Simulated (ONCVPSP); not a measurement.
## Building the ONCV potential for silicon (Si) (LDA (Perdew-Wang 92), scalar-relativistic).

ONCVPSP 4.0.1 input, shortened (lines: element, Z, core and valence counts, functional; n l f; lmax; l rc ep ncon nbas qcut; lloc lpopt rc5 dvloc0; l nproj debl; icmod fcfact rcfact), LDA (Perdew-Wang 92), scalar-relativistic:

```
  Si 14.00    3    1  -001012      upf
    1    0    2.00
    2    0    2.00
    2    1    6.00
    3    0    2.00
    2
    0    1.75    0.00    4    8    3.20
    1    1.40    0.13    4    9    6.70
    2    1.40    0.08    4    8    7.70
    1    5    1.40    0.00
    0    2    1.80
    1    0    1.40
    2    2    1.50
    3    4.25    1.45
```

In the p channel the program set the typed energies aside and used 0.050 Ha.

All-electron outer shells of the reference configuration (LDA (PZ), scalar-relativistic, ld1.x):

```tsv
shell	level (eV)	outermost node (bohr)	outermost maximum (bohr)
2p	-116.98	–	0.39
3s	-28.66	0.72	1.69
```

Calculated quality:

```json
{
 "Cutoffs needed": "27 Ha and 54 Ha (the cutoffs (Ha) at which the residual kinetic energy of the hardest occupied pseudo-wave falls to 1 and 0.1 mHa per electron)",
 "Ghost test": "no bound ghost flagged; no localised positive-energy state flagged",
 "Largest excitation error": "+310 meV (all-electron minus pseudo) for 3s1 3p3, out of 4 test configurations",
 "rms error of d²Exc/dni dnj": "10.43 mHa without and 0.74 mHa with the model core"
}
```

Generation and tests took about 2.3 s on one core of a shared server CPU.
